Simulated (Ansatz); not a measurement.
A nudged elastic band was laid between two geometries of BrH + C2H7BO (13 atoms, charge 0, multiplicity 1).

The calculation used RKS revPBE-D4/def2-SVP (Ansatz 0.2.0).

* movable images: 5
* climbing image: yes
* spring: 5.0 eV/Å²
* optimiser: quadratic models (default)
* start path: through a guess of the saddle point
* force threshold: 0.05 eV/Å
* iteration limit: 60
* end points: relaxed

First end point:

```xyz
13
Properties=species:S:1:pos:R:3
B -0.277 0.066 -0.193
O -0.463 0.531 1.102
H -1.342 0.318 1.465
C 1.134 0.333 -0.848
H 1.706 -0.623 -0.852
H 1.045 0.632 -1.913
H 1.742 1.083 -0.307
C -1.449 -0.693 -0.944
H -2.310 -0.981 -0.305
H -1.839 -0.037 -1.755
H -1.074 -1.605 -1.455
Br 1.670 2.444 2.753
H 0.705 1.589 2.071
```

Last end point:

```xyz
13
Properties=species:S:1:pos:R:3
B -0.057 0.519 -0.115
O -0.084 0.002 1.547
H -1.015 0.132 1.826
C 1.396 0.122 -0.635
H 1.529 -0.982 -0.657
H 1.526 0.488 -1.675
H 2.224 0.560 -0.039
C -1.356 -0.147 -0.760
H -1.286 -1.257 -0.767
H -2.310 0.141 -0.268
H -1.444 0.176 -1.819
Br -0.265 2.558 0.191
H 0.390 0.745 1.988
```

**Question.** What changes between the two ends?

**Answer.** Bonds broken: Br12–H13. Bonds formed: B1–Br12, O2–H13. BrH + C2H7BO becomes C2H8BBrO.

**Question.** What energy profile does the band end with?

**Answer.** It converged. The highest image is number 3 of 0 to 6, 15.3 kcal/mol above the first end and 8.6 kcal/mol above the last; the last end lies 6.7 kcal/mol above the first. The profile has 2 maxima (images 3, 5) with wells between them (image 4): this band takes more than one step, which may be the mechanism or a detour left from its start path. A vibrational analysis at the climbing image gives one clearly imaginary mode, 699i cm⁻¹: a first-order saddle point. The orbitals stay closed-shell, which can raise the energy where a bond breaks towards radicals; this wasn't checked here.

```
image  path coordinate (Å)  energy (kcal/mol)  Br12–H13 (Å)  B1–Br12 (Å)  O2–H13 (Å)
    0                 0.00                0.0          1.46         4.26        1.85
    1                 1.46                0.3          1.46         4.07        1.86
    2                 2.93                1.4          1.45         3.67        1.92
    3                 4.39               15.3          1.72         2.56        1.22
    4                 6.20                6.8          3.13         2.08        0.98
    5                 8.00                9.0          3.06         2.08        0.98
    6                 9.80                6.7          2.64         2.07        0.99
```

**Question.** What is the geometry of the highest image?

**Answer.** 
```xyz
13
Properties=species:S:1:pos:R:3
B -0.003 0.191 -0.023
O 0.094 -0.168 1.461
H -0.779 -0.478 1.777
C 1.400 0.240 -0.730
H 1.676 -0.803 -1.012
H 1.372 0.833 -1.665
H 2.208 0.633 -0.083
C -1.371 -0.163 -0.722
H -2.266 0.050 -0.103
H -1.487 0.375 -1.684
H -1.377 -1.252 -0.963
Br -0.258 2.559 0.907
H 0.039 1.038 1.658
```

Run time: 84 s on 4 threads of AMD EPYC 9R45 96-Core Processor (Zen 5), on a shared host, peak memory 0.21 GiB.
